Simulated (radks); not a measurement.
Problem. Neutral calcium, [Ar] 4s2. Method: non-relativistic Kohn-Sham, PBE, spin-polarised, spherical densities, point nucleus; computed with a radial shooting solver on a logarithmic mesh with Libxc functionals. Every spin shell is full or empty, so the densities are truly spherical. Functionals are evaluated on that one density, not self-consistently. Rank these orbital-free kinetic functionals by their error against the exact value of the orbitals, and give that value: Thomas-Fermi, von Weizsacker, TF + vW/9, LC94, revAPBEK, Thakkar, Pearson, LKT, PG1.

Solution. Exact: 676.672 hartree. From best to worst, with 100 (|E| - |E exact|)/|E exact| (equal figures are ties): LC94 +0.08, Thakkar -0.21, revAPBEK +0.51, TF + vW/9 -0.65, Pearson -1.41, Thomas-Fermi -6.94, PG1 +22.42, LKT +27.92, von Weizsacker -43.34.
